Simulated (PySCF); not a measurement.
## Structure from 2D NMR

Compound of formula C$_{7}$H$_{8}$O. Correlations simulated from computed shifts and the bond graph:

HSQC (one-bond C–H):
```tsv
δH	δC
7.49	140.2
7.00	120.0
6.99	128.9
6.57	121.7
2.37	24.2
```

COSY cross peaks (H two or three bonds apart, from the bond graph; peaks can be absent where the dihedral angle is near 90°):
```tsv
δH	δH
7.49	7.00
7.49	6.99
```

HMBC (two and three bonds, from the bond graph):
```tsv
δH	δC
7.49	168.2, 150.6, 128.9, 120.0
7.00	168.2, 140.2, 128.9, 121.7
6.99	150.6, 140.2, 121.7, 120.0, 24.2
6.57	168.2, 150.6, 128.9, 120.0, 24.2
2.37	150.6, 128.9, 121.7
```

Carbons without hydrogens: δ 168.2, 150.6.

No solvent model, fast rotation and ring inversion assumed for equivalent nuclei, one computed conformer, non-relativistic Hamiltonian. Structure optimised with PBE0-D3(BJ)/def2-TZVP; NMR shieldings at PBE0/pcSseg-2/GIAO; PySCF 2.14.

Chemical shifts δ = σref − σ; TMS for ¹H and ¹³C, all at this level.

Exchangeable hydrogens are left out of these lists.

Problem. Assemble the structure.

Solution. SMILES CC1=CC(O)=CC=C1.

Mapped SMILES: `[CH3:1][c:2]1[cH:3][cH:4][cH:5][c:6]([OH:7])[cH:8]1`. Each H is labelled by its parent atom.

δC 168.2 is C6, an aromatic carbon bearing oxygen. δC 150.6 is C2, a substituted aromatic carbon. δC 140.2 is C4, an aromatic CH (δH 7.49). δC 128.9 is C3, an aromatic CH (δH 6.99). δC 121.7 is C8, an aromatic CH (δH 6.57). δC 120.0 is C5, an aromatic CH (δH 7.00). δC 24.2 is C1, a methyl carbon on an aromatic ring (δH 2.37). HMBC from δH 7.49 reaches the proton-free carbons C6, C2. HMBC from δH 7.00 reaches the proton-free carbon C6. HMBC from δH 6.99 reaches the proton-free carbon C2. HMBC from δH 6.57 reaches the proton-free carbons C6, C2. COSY links 7.49–7.00, 7.49–6.99.

The data come from this structure; uniqueness wasn't tested.

OH/NH shifts are gas-phase values; hydrogen bonding in solution moves them, usually downfield. Shifts are as computed. Against solution values, carbons near 30 ppm lie about +3 ppm off and those near 130 ppm about +9 ppm. Of 1309 compounds with measured shifts, 239 miss one by over three times the rms of a fit or turn the order of signals round; such compounds aren't used in these exercises.
